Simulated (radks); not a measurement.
Excited configurations of neutral potassium: one electron is placed in a higher orbital outside [Ar]. The ground configuration is [Ar] 4s1. Method: scalar-relativistic Kohn-Sham, LDA (Slater exchange, Perdew-Wang correlation), spin-polarised, spherical densities, point nucleus; open shells are filled with parallel spins first; computed with a radial shooting solver on a logarithmic mesh with Libxc functionals. Excitation = E - E(ground); binding = E(ion) - E, where the ion is the core of charge +1; n* = 1/sqrt(2 binding) in atomic units, and the quantum defect is n - n*.

\begin{tabular}{lrrrrrr}
outer orbital & excitation (eV) & binding (eV) & n* & quantum defect & eigenvalue (eV) & <r> (bohr) \\ \hline
3d & 2.595 & 1.954 & 2.639 & 0.361 & -0.680 & 7.605 \\
4p & 1.671 & 2.878 & 2.174 & 1.826 & -1.535 & 6.543 \\
4d & 3.209 & 1.340 & 3.187 & 0.813 & -0.695 & 13.53 \\
4f & 3.617 & 0.932 & 3.821 & 0.179 & -0.467 & 17.23 \\
5s & 2.583 & 1.966 & 2.631 & 2.369 & -1.214 & 11.10 \\
5p & 3.085 & 1.464 & 3.049 & 1.951 & -0.883 & 14.06 \\
5d & 3.696 & 0.853 & 3.995 & 1.005 & -0.518 & 23.36 \\
6p & 3.659 & 0.890 & 3.911 & 2.089 & -0.570 & 24.24 \\
6d & 3.967 & 0.582 & 4.834 & 1.166 & -0.377 & 36.25 \\
7p & 3.950 & 0.599 & 4.765 & 2.235 & -0.399 & 37.12 \\
\end{tabular}

The Delta-SCF ionisation energy is 4.549 eV (NIST Atomic Spectra Database: 4.341 eV, measured). Self-interaction in the functional shifts the binding energies and quantum defects, so they are the method's values and not measured ones.
